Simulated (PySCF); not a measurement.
C3H12Si2 (SMILES C[Si](C)(C)[SiH3]), singlet, geometry from GFN2-xTB, with bond 10-3 at 2.4 times its length; CASSCF(6,4)/STO-3G run with PySCF.

PySCF was given this input:
```python
from pyscf import gto, scf, mcscf
import numpy

mol = gto.M(
    atom='''
Si    1.071870    1.601854    0.373803
Si   -0.198312   -0.296367   -0.069159
C    -0.632792   -1.239107    1.538002
C     0.736405   -1.513681   -1.211502
C    -1.845683    0.149356   -0.934027
H     2.343736    1.295191    1.037790
H     1.422940    2.349276   -0.838910
H     0.383482    2.557726    1.248442
H    -1.226340   -2.127216    1.337499
H     1.519384   -2.003941    2.795314
H    -1.202284   -0.613436    2.219445
H     1.669166   -1.839586   -0.759958
H     0.980429   -1.051150   -2.163693
H     0.147910   -2.402804   -1.422153
H    -1.669590    0.655639   -1.878918
H    -2.447085    0.811555   -0.317620
H    -2.443708   -0.733629   -1.143654
''',
    basis='sto-3g',
    charge=0,
    spin=0,
    verbose=4,
)

mf = scf.RHF(mol)
mf.kernel()
mc = mcscf.CASSCF(mf, 4, 6)
mc.fix_spin_(ss=0.0)
mc.kernel()
occ = numpy.linalg.eigvalsh(mc.fcisolver.make_rdm1(mc.ci, mc.ncas, mc.nelecas))[::-1]
ss = mc.fcisolver.spin_square(mc.ci, mc.ncas, mc.nelecas)[0]
print('natural occupations', occ.round(4), ' <S^2>', round(ss, 4))
```

It wrote (shortened):

```
PySCF version 2.14.0

[INPUT] verbose = 4
[INPUT] num. atoms = 17
[INPUT] num. electrons = 58
[INPUT] charge = 0
[INPUT] spin (= nelec alpha-beta = 2S) = 0
[INPUT] symmetry False subgroup None
[INPUT] Mole.unit = angstrom
[INPUT] Symbol           X                Y                Z      unit          X                Y                Z       unit  Magmom
[...]
nuclear repulsion = 292.244591377709
number of shells = 31
number of NR pGTOs = 135
number of NR cGTOs = 45
basis = sto-3g
ecp = {}

******** <class 'pyscf.scf.hf.RHF'> ********
method = RHF
initial guess = minao
damping factor = 0
level_shift factor = 0
DIIS = <class 'pyscf.scf.diis.CDIIS'>
diis_start_cycle = 1
diis_space = 8
diis_damp = 0
SCF conv_tol = 1e-09
SCF conv_tol_grad = None
SCF max_cycles = 50
direct_scf = True
direct_scf_tol = 1e-13
Set gradient conv threshold to 3.16228e-05
Initial guess from minao.
init E= -689.741297839333
[...]
cycle= 1 E= -690.088271578018  delta_E= -0.347  |g|= 0.236  |ddm|=  4.4
[...]
cycle= 2 E= -690.1111979665  delta_E= -0.0229  |g|= 0.152  |ddm|= 0.627
[...]
cycle= 3 E= -690.118665777047  delta_E= -0.00747  |g|= 0.0823  |ddm|= 0.365
[...]
cycle= 4 E= -690.121883312507  delta_E= -0.00322  |g|= 0.00715  |ddm|= 0.138
[...]
cycle= 5 E= -690.121914768676  delta_E= -3.15e-05  |g|= 0.00268  |ddm|= 0.0149
[...]
cycle= 6 E= -690.12192185272  delta_E= -7.08e-06  |g|= 0.000871  |ddm|= 0.00698
[...]
cycle= 7 E= -690.12192329136  delta_E= -1.44e-06  |g|= 0.000189  |ddm|= 0.00413
[...]
cycle= 8 E= -690.121923353966  delta_E= -6.26e-08  |g|= 3.71e-05  |ddm|= 0.000898
[...]
cycle= 9 E= -690.121923355473  delta_E= -1.51e-09  |g|= 9.13e-06  |ddm|= 0.000126
[...]
cycle= 10 E= -690.121923355553  delta_E= -7.94e-11  |g|= 1.84e-06  |ddm|= 2.96e-05
[...]
Extra cycle  E= -690.121923355559  delta_E= -6.37e-12  |g|= 6.92e-07  |ddm|= 4.32e-06
converged SCF energy = -690.121923355559

******** <class 'pyscf.mcscf.mc1step.CASSCF'> ********
CAS (3e+3e, 4o), ncore = 26, nvir = 15
max_cycle_macro = 50
max_cycle_micro = 4
conv_tol = 1e-07
conv_tol_grad = None
orbital rotation max_stepsize = 0.02
orbital rotation threshold for CI restart = 0.01
augmented hessian ah_max_cycle = 30
augmented hessian ah_conv_tol = 1e-12
augmented hessian ah_linear dependence = 1e-14
augmented hessian ah_level shift = 1e-08
augmented hessian ah_start_tol = 2.5
augmented hessian ah_start_cycle = 3
augmented hessian ah_grad_trust_region = 3
kf_trust_region = 3
kf_interval = 4
ci_response_space = 4
[...]
CASCI E = -690.290578630695  S^2 = 0.0000000
[...]
macro iter  16 (  7 JK    2 micro), CASSCF E = -690.301439023645  dE = -4.42547321e-06  S^2 = 0.0000000
               |grad[o]|=0.00106  |grad[c]|=0.0011  |ddm|=0.000396  |maxRot[o]|=0.0699
macro iter  17 (  7 JK    2 micro), CASSCF E = -690.301442678605  dE = -3.65495987e-06  S^2 = 0.0000000
               |grad[o]|=0.000912  |grad[c]|=0.00133  |ddm|=0.000397  |maxRot[o]|=0.0699
macro iter  18 (  7 JK    2 micro), CASSCF E = -690.301445462071  dE = -2.78346636e-06  S^2 = 0.0000000
               |grad[o]|=0.000771  |grad[c]|=0.00156  |ddm|=0.000445  |maxRot[o]|=0.0699
macro iter  19 (  5 JK    2 micro), CASSCF E = -690.301446596514  dE = -1.13444207e-06  S^2 = 0.0000000
               |grad[o]|=0.00063  |grad[c]|=0.000502  |ddm|=0.000205  |maxRot[o]|= 0.03
macro iter  20 (  4 JK    2 micro), CASSCF E = -690.301446995854  dE = -3.99340024e-07  S^2 = 0.0000000
               |grad[o]|=0.000485  |grad[c]|=0.000544  |ddm|=7.68e-05  |maxRot[o]|= 0.01
macro iter  21 (  5 JK    2 micro), CASSCF E = -690.301447617049  dE = -6.21194999e-07  S^2 = 0.0000000
               |grad[o]|=0.000479  |grad[c]|=0.000305  |ddm|=0.000139  |maxRot[o]|=0.0222
macro iter  22 (  5 JK    2 micro), CASSCF E = -690.301447931755  dE = -3.14706085e-07  S^2 = 0.0000000
               |grad[o]|=0.000403  |grad[c]|=6.55e-05  |ddm|=0.000125  |maxRot[o]|=0.0172
macro iter  23 (  6 JK    2 micro), CASSCF E = -690.301448016378  dE = -8.46231387e-08  S^2 = 0.0000000
               |grad[o]|=0.000355  |grad[c]|=0.0012  |ddm|=0.000297  |maxRot[o]|=0.0237
macro iter  24 (  9 JK    3 micro), CASSCF E = -690.301448217381  dE = -2.01003445e-07  S^2 = 0.0000000
               |grad[o]|=0.000999  |grad[c]|=0.000357  |ddm|=0.000177  |maxRot[o]|=0.0216
macro iter  25 (  5 JK    1 micro), CASSCF E = -690.301448296908  dE = -7.95263304e-08  S^2 = 0.0000000
               |grad[o]|=0.000133  |grad[c]|=0.000324  |ddm|=9.63e-05  |maxRot[o]|=0.0177
macro iter  26 (  3 JK    1 micro), CASSCF E = -690.301448308763  dE = -1.18551498e-08  S^2 = 0.0000000
               |grad[o]|=0.000111  |grad[c]|=0.000169  |ddm|=7.51e-05  |maxRot[o]|=0.0014
1-step CASSCF converged in  26 macro (210 JK  59 micro) steps
CASSCF canonicalization
Density matrix diagonal elements [1.99974037 1.99969445 1.30697367 0.6935915 ]
CASSCF energy = -690.301448308763
CASCI E = -690.301448308763  E(CI) = -20.0039778787825  S^2 = 0.0000000
natural occupations [2.     1.9999 1.3077 0.6924]  <S^2> 0.0
```
